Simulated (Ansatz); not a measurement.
Si2Ge: single points at one geometry.

```yaml
crystal:
  periodic: [false, false, false]
  atoms:
    - {symbol: Si, position_ang: [-0.033733, 0.088169, 1.112147]}
    - {symbol: Si, position_ang: [0.819200, 1.144694, -0.583174]}
    - {symbol: Ge, position_ang: [-0.785467, -1.232874, -0.528973]}
basis:
  gaussian: {orbitals: def2-TZVP, initial_orbitals: start.molden}
hamiltonian: {xc: pbe}
correlation: {method: rpa}
scf: {omitted_lower_state_checks: [starts]}
```

The file start.molden holds the orbitals of an earlier run on this structure, at another level or in another basis.

```sh
$ ansatz run in.yaml --threads 4 --pin off --events-out ev --progress --plain --max-ram 3916MiB
```

Output, abridged:

```
Functional definition: PBE
768 factors; integrals over basis functions are off by at most 1.0e-3 eV
mean field evaluation 1: about -72255.0129 eV, gradient 1.1e1 eV
mean field evaluation 2: about -72255.1070 eV, gradient 1.5e-1 eV
mean field evaluation 4: about -72255.1028 eV, gradient 1.1e-3 eV
mean field evaluation 8: about -72255.1027 eV, gradient 1.9e-6 eV
mean field -72255.10272946 eV, -2655.3260490401 hartree, gradient 5.9e-6 eV, S^2 0.000000; 0 other end points of the search recorded, 0 dependent functions left out
19 core orbitals not correlated: weight in the atoms' cores, before any rotation towards them, 1.000 or more for the frozen orbitals, at most 0.000 for the correlated occupied ones
reference -72194.27995923 eV, -2653.0908534613 hartree; 11, 11 occupied and 92, 92 virtual orbitals, 768 factors
Total energy: -72213.61006427 eV, -2653.8012217188 hartree
Checks for a lower state left out: starts
```

Hardware: 4 threads of Arm Neoverse V2 on a shared host. Wall time 1.4 s.

As the first input, with `hamiltonian: {xc: r2scan, dispersion: d4}`, `output: {forces: true, orbitals: {seedname: orbitals}}` and without the key `correlation` (abridged; 1.9 s):

```
Functional definition: r2SCAN
mean field -72269.47143633 eV, -2655.8540892781 hartree, gradient 1.1e-5 eV, S^2 0.000000
Total energy: -72269.49659633 eV, -2655.8550138910 hartree
Atom 0 force    -0.040536    -0.061948    -0.013801 eV/Å
Atom 1 force     0.067037     0.094975    -0.037256 eV/Å
Atom 2 force    -0.026501    -0.033028     0.051057 eV/Å
Dipole moment:    -0.047086    -0.064209     0.046272 e Å
Checks for a lower state left out: starts
```

The first input with `hamiltonian: {xc: {text: "exchange = 0.65*pbe_x + 0.35*exact_x\ncorrelation = pbe_c"}}`, `output: {orbitals: {seedname: orbitals}}` and without the key `correlation` (abridged; 1 s):

```
Functional definition: unnamed
mean field -72258.52720916 eV, -2655.4518963479 hartree, gradient 2.7e-5 eV, S^2 0.000000
Total energy: -72258.52722764 eV, -2655.4518970267 hartree
Checks for a lower state left out: starts
```

As the first input, with `gaussian: {orbitals: def2-TZVPD, initial_orbitals: start.molden}`, `hamiltonian: {xc: pbe, dispersion: d4}`, `output: {orbitals: {seedname: orbitals}}` and without the key `correlation` (abridged; 0.9 s):

```
Functional definition: PBE
mean field -72255.13190127 eV, -2655.3271210844 hartree, gradient 1.9e-5 eV, S^2 0.000000
Total energy: -72255.27484396 eV, -2655.3323741311 hartree
Checks for a lower state left out: starts
```

First input, but with `gaussian: {orbitals: def2-SVP, initial_orbitals: start.molden}`, `hamiltonian: {xc: pbe, dispersion: d4}`, `output: {orbitals: {seedname: orbitals}}` and without the key `correlation` (abridged; 0.4 s):

```
Functional definition: PBE
mean field -72242.57115776 eV, -2654.8655222743 hartree, gradient 1.4e-5 eV, S^2 0.000000
Total energy: -72242.71409448 eV, -2654.8707751019 hartree
Checks for a lower state left out: starts
```

As the first input, with `hamiltonian: {xc: hse06, dispersion: d4}`, `output: {orbitals: {seedname: orbitals}}` and without the key `correlation` (abridged; 1.1 s):

```
Functional definition: HSE06
mean field -72257.20671627 eV, -2655.4033691292 hartree, gradient 3.7e-5 eV, S^2 0.000000
Total energy: -72257.32319965 eV, -2655.4076498143 hartree
Checks for a lower state left out: starts
```

The first input with `hamiltonian: {xc: {name: wB97M-V}}`, `output: {orbitals: {seedname: orbitals}}` and without the key `correlation` (abridged; 3.3 s):

```
Functional definition: wB97M-V
mean field -72267.09827041 eV, -2655.7668770391 hartree, gradient 1.1e-5 eV, S^2 0.000000
Total energy: -72267.09830374 eV, -2655.7668782639 hartree
Checks for a lower state left out: starts
```

Geometry: PBE0-D4/def2-TZVP.

HSE06 is defined as in plane-wave codes, on full-range PBE exchange. Correlated methods freeze 19 core orbitals; core or outer-core shells of Ge are correlated, in sets that lack core-valence functions. The order of the spin states hangs on the level: the triplet lies 0.06 eV below the singlet at PBE0-D4/def2-TZVP, but 0.13 eV above it at RPA@PBE/def2-TZVP. The structure comes from a short search, and lower isomers may exist.
